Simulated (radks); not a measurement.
Values are calculated unless marked as measured or tabulated.
Species: Ta54+. Configuration: [Ar] 3d1. Level of theory: scalar-relativistic Kohn-Sham, PBE, spin-polarised, spherical densities, point nucleus; open shells are filled with parallel spins first (spin-orbit coupling, left out, can overturn this in heavy ions) (a radial shooting solver on a logarithmic mesh with Libxc functionals). Some entries of the table are withheld. Estimate them.

orbital  occ.  eigenvalue (eV)  r(max) (bohr)  <r> (bohr)
1s up       1        -71163.70        0.01167     0.01866
1s down     1        -71163.64        0.01167     0.01866
2s up       1        -15275.86        0.06661     0.07833
2s down     1        -15269.89        0.06660     0.07831
2p up       3        -13863.40        0.05454     0.06991
2p down     3        -13858.70        0.05453     0.06988
3s up       1              (1)         0.1812         (2)
3s down     1              (3)         0.1813         (4)
3p up       3        -5456.495         0.1774      0.1892
3p down     3        -5449.716         0.1775      0.1893
3d up       1              (5)         0.1415      0.1676
3d down     0              (6)         0.1416      0.1677

Answer. 
(1) 3s up eigenvalue (eV): -5877.077
(2) 3s up <r> (bohr): 0.1921
(3) 3s down eigenvalue (eV): -5870.482
(4) 3s down <r> (bohr): 0.1922
(5) 3d up eigenvalue (eV): -5055.000
(6) 3d down eigenvalue (eV): -5046.181
